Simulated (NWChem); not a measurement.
Everything below was run with NWChem. System: stibine (H$_{3}$Sb), charge 0, spin multiplicity 1, at a geometry optimised with B3LYP/def2-SVP with def2 effective core potentials on Sb. Level: MP2/def2-SVP with def2 effective core potentials on Sb, 4 core orbitals frozen.

The NWChem input:

```
start mol
memory heap 200 mb stack 900 mb global 1100 mb
geometry units angstroms nocenter noautoz
  Sb     0.000552     0.054131     0.000000
  H     -0.720255    -0.912955     1.231318
  H     -0.720255    -0.912955    -1.231318
  H      1.412339    -0.934769     0.000000
  symmetry group Cs
end
basis spherical
  * library def2-svp
end
ecp
  Sb library def2-ecp
end
scf
  rhf
  nopen 0
  maxiter 100
  thresh 1e-7
  semidirect memsize 60000000 filesize 0
end
mp2
  freeze core 4
end
task mp2 energy
```

Part of the output:

```
             Northwest Computational Chemistry Package (NWChem) 7.3.0
             --------------------------------------------------------

                                NWChem Input Module
                                -------------------

 Scaling coordinates for geometry "geometry" by  1.889725989
 (inverse scale =  0.529177249)

 Turning off AUTOSYM since
 SYMMETRY directive was detected!

                             Geometry "geometry" -> ""
                             -------------------------

 Output coordinates in angstroms (scale by  1.889725989 to convert to a.u.)

  No.       Tag          Charge          X              Y              Z
 ---- ---------------- ---------- -------------- -------------- --------------
    1 Sb                  51.0000     0.00055200     0.05413100     0.00000000
    2 H                    1.0000    -0.72025500    -0.91295500     1.23131800
    3 H                    1.0000    -0.72025500    -0.91295500    -1.23131800
    4 H                    1.0000     1.41233900    -0.93476900     0.00000000

 Effective nuclear repulsion energy (a.u.)      47.6169136943

            Nuclear Dipole moment (a.u.)
            ----------------------------
        X                 Y               Z
 ---------------- ---------------- ----------------
    -0.0000359048     0.0000037795     0.0000000000

      Symmetry information
      --------------------

 Group name             Cs
 Group number              2
 Group order               2
 No. of unique centers     3

      Symmetry unique atoms

     1    2    4


 Summary of "ao basis" -> "" (spherical)
 ------------------------------------------------------------------------------
       Tag                 Description            Shells   Functions and Types
 ---------------- ------------------------------  ------  ---------------------
 *                          def2-svp                  on all atoms

 Summary of "ao basis" -> "ao basis" (spherical)
 ------------------------------------------------------------------------------
       Tag                 Description            Shells   Functions and Types
 ---------------- ------------------------------  ------  ---------------------
 Sb                         def2-svp                10       26   4s4p2d
 H                          def2-svp                 3        5   2s1p

                                 NWChem SCF Module
                                 -----------------

  ao basis        = "ao basis"
  functions       =    41
  atoms           =     4
  closed shells   =    13
  open shells     =     0
  charge          =   0.00
  wavefunction    = RHF
  use symmetry    = T
  symmetry adapt  = T

 Summary of "ao basis" -> "ao basis" (spherical)
 ------------------------------------------------------------------------------
       Tag                 Description            Shells   Functions and Types
 ---------------- ------------------------------  ------  ---------------------
 Sb                         def2-svp                10       26   4s4p2d
 H                          def2-svp                 3        5   2s1p

      Symmetry analysis of basis
      --------------------------

        a'         27
        a"         14

 Forming initial guess at       0.0s

      Superposition of Atomic Density Guess
      -------------------------------------

 Sum of atomic energies:        -279.11015138

      Non-variational initial energy
      ------------------------------

 Total energy =    -240.740013
[...]
 Vector   14  Occ=0.000000D+00  E= 1.076285D-01  Symmetry=a'
              MO Center= -1.6D-02,  5.5D-02,  4.3D-12, r^2= 4.4D+00
   Bfn.  Coefficient  Atom+Function         Bfn.  Coefficient  Atom+Function
  ----- ------------  ---------------      ----- ------------  ---------------
    14      1.218385  1 Sb px                38     -0.967259  4 H  s
    28      0.483605  2 H  s                 33      0.483605  3 H  s
    11      0.233862  1 Sb px                37     -0.194281  4 H  s

 Vector   15  Occ=0.000000D+00  E= 1.076323D-01  Symmetry=a"
              MO Center=  1.7D-02,  5.5D-02,  1.2D-13, r^2= 4.4D+00
   Bfn.  Coefficient  Atom+Function         Bfn.  Coefficient  Atom+Function
  ----- ------------  ---------------      ----- ------------  ---------------
    16      1.218481  1 Sb pz                28     -0.837680  2 H  s
    33      0.837680  3 H  s                 13      0.233868  1 Sb pz
    27     -0.168249  2 H  s                 32      0.168249  3 H  s

 Vector   16  Occ=0.000000D+00  E= 1.782883D-01  Symmetry=a'
              MO Center= -3.5D-03, -3.4D-01, -2.4D-15, r^2= 5.2D+00
   Bfn.  Coefficient  Atom+Function         Bfn.  Coefficient  Atom+Function
  ----- ------------  ---------------      ----- ------------  ---------------
     4      1.398587  1 Sb s                 15     -1.348529  1 Sb py
    28     -1.126289  2 H  s                 33     -1.126289  3 H  s
    38     -1.126216  4 H  s                  3      0.686566  1 Sb s
     1     -0.256424  1 Sb s                  2     -0.200401  1 Sb s
    12     -0.173578  1 Sb py

 center of mass
 --------------
 x =   0.00058475 y =   0.05737102 z =   0.00000000

 moments of inertia (a.u.)
 ------------------
          20.914683915125           0.009575095381           0.000000000000
           0.009575095381          21.826358963921           0.000000000000
           0.000000000000           0.000000000000          20.914585758082

  Mulliken analysis of the total density
  --------------------------------------

    Atom       Charge   Shell Charges
 -----------   ------   -------------------------------------------------------
    1 Sb  23    22.69   2.11 -0.08  1.13  0.56  2.95  3.07  1.68  1.14  9.81  0.32
    2 H    1     1.10   0.68  0.41  0.01
    3 H    1     1.10   0.68  0.41  0.01
    4 H    1     1.10   0.68  0.41  0.01

       Multipole analysis of the density wrt the origin
       ------------------------------------------------

     L   x y z        total         open         nuclear
     -   - - -        -----         ----         -------
     0   0 0 0     -0.000000      0.000000     26.000000

     1   1 0 0      0.001442      0.000000     -0.029244
     1   0 1 0      0.144062      0.000000     -2.864193
     1   0 0 1     -0.000000      0.000000      0.000000

     2   2 0 0    -21.014304      0.000000     10.828335
     2   1 1 0     -0.019718      0.000000     -0.015722
     2   1 0 1      0.000000      0.000000      0.000000
     2   0 2 0    -22.945600      0.000000      9.313909
     2   0 1 1      0.000000      0.000000      0.000000
     2   0 0 2    -21.014058      0.000000     10.828496

                   NWChem MP2 Semi-direct Energy/Gradient Module
                   ---------------------------------------------

  Basis functions       =     41
  Molecular orbitals    =     41
  Frozen core           =      4
  Frozen virtuals       =      0
  Active alpha occupied =      9
  Active beta occupied  =      9
  Active alpha virtual  =     28
  Active beta virtual   =     28
  Use MO symmetry       = T
  Use skeleton AO sym   = T

  AO/Fock/Back tols     =   1.0D-09  1.0D-09  1.0D-09

 GA uses MA = F    GA memory limited = T

 Available:
  local mem=  1.26D+08
 global mem=  1.44D+08
 local disk=  0.00D+00
  mp2_memr nvloc                    28
  nvloc new                    28
   1 passes of   9:        2097152                       9855                    740639.
   1 passes of   9: M    126150167           G      144175838           F     124053015.

 Semi-direct pass number   1 of   1  for RHF alpha+beta  at        0.2s
  vrange nnbf                   861
  mp2_eaftype                    10  avail_ma_in_mb                  1099
 EAF : mp2_eaftype filesize          10     370320.
  mp2_eaf for mointskh                     10
Node 0 wrote      1.7 Mb in      0.0 s     Agg I/O rate:  1785.8 Mb/s
 Done moints_semi at        0.6s
  mp2_eaftype                    10  avail_ma_in_mb                  1089
 EAF : mp2_eaftype filesize          10     370320.
  mp2_eaf for kh                    10
 Done maket at        0.6s
 Done multipass loop at        0.6s

          -------------------------------------------
          SCF energy                -240.968641745404
          Correlation energy          -0.133109453603
          Singlet pairs               -0.095771222983
          Triplet pairs               -0.037338230620
          Total MP2 energy          -241.101751199007
          -------------------------------------------

          ---------------------------------------------------
                    Spin Component Scaled (SCS) MP2
          Same spin pairs                     -0.024892153747
          Same spin scaling factor             0.333333333333
          Opposite spin pairs                 -0.108217299857
          Opposite spin scaling fact.          1.200000000000
          SCS-MP2 correlation energy          -0.138158144410
          Total SCS-MP2 energy              -241.106799889814
          ---------------------------------------------------

 -----------------------
 Performance information
 -----------------------

 Timer overhead =  1.78D-07 seconds/call

               Nr. of calls         CPU time (s)                 Wall time (s)                GFlops
             ---------------    -------------------     ------------------------------   -------------------
Name         Min   Avg   Max    Min     Avg     Max     Min     Avg     Max   Mx/calls   Min     Max     Sum
mp2: moin     1     1     1   0.36    0.36    0.36     0.36    0.36    0.36    0.36      0.0     0.0     0.0
mp2: make     1     1     1   1.31E-2 1.31E-2 1.31E-2  1.31E-2 1.31E-2 1.31E-2 1.31E-2   0.0     0.0     0.0
mp2: tota     1     1     1   0.39    0.39    0.39     0.39    0.39    0.39    0.39      0.0     0.0     0.0

 The average no. of pstat calls per process was 3.00D+00
 with a timing overhead of 5.34D-07s

 Task  times  cpu:        0.6s     wall:        0.6s

 Total times  cpu:        0.6s     wall:        0.6s
```
